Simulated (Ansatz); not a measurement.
`C[SiH]1C[Se]1` and `Cl[SiH]1C[Se]1` differ in one atom or group.

Ansatz, PBE0-D4/def2-TZVP geometries, multiplicity 1. 

Scalar relativity is left out up to krypton.

| property | `C[SiH]1C[Se]1` |
| --- | --- |
| size of the dipole moment (B3LYP/def2-TZVPP) / D | 2.37 |
| size of the dipole moment (PBE/def2-TZVPP) / D | 2.24 |
| HOMO energy (ωB97M-V/def2-TZVPP) / eV | -8.57 |
| HOMO energy (B3LYP/def2-TZVPP) / eV | -6.18 |
| LUMO energy (PBE0/def2-TZVPP) / eV | -0.07 |
| LUMO energy (PBE/def2-TZVPP) / eV | -0.98 |

(1) What does the change do to each property? (An estimate is asked.)

Results:

(1) Computed: 
```json
{"property": "size of the dipole moment (B3LYP/def2-TZVPP) / D", "`Cl[SiH]1C[Se]1`": "1.46", "shift": "-0.91"}
{"property": "size of the dipole moment (PBE/def2-TZVPP) / D", "`Cl[SiH]1C[Se]1`": "1.37", "shift": "-0.87"}
{"property": "HOMO energy (ωB97M-V/def2-TZVPP) / eV", "`Cl[SiH]1C[Se]1`": "-9.06", "shift": "-0.49"}
{"property": "HOMO energy (B3LYP/def2-TZVPP) / eV", "`Cl[SiH]1C[Se]1`": "-6.67", "shift": "-0.49"}
{"property": "LUMO energy (PBE0/def2-TZVPP) / eV", "`Cl[SiH]1C[Se]1`": "-0.72", "shift": "-0.65"}
{"property": "LUMO energy (PBE/def2-TZVPP) / eV", "`Cl[SiH]1C[Se]1`": "-1.62", "shift": "-0.64"}
```

With PBE0 the HOMO falls by 0.50 eV and the LUMO falls by 0.65 eV, so the gap narrows by about 0.15 eV. PBE moves the HOMO by -0.49 eV and ωB97M-V by -0.49 eV. Dipoles are sizes alone; their direction can turn.

B3LYP here is the variant with VWN-RPA as its local correlation; programs differ in this.

Spin–orbit coupling is left out; it splits and shifts lone-pair levels of the heavy atoms by tenths of an eV.
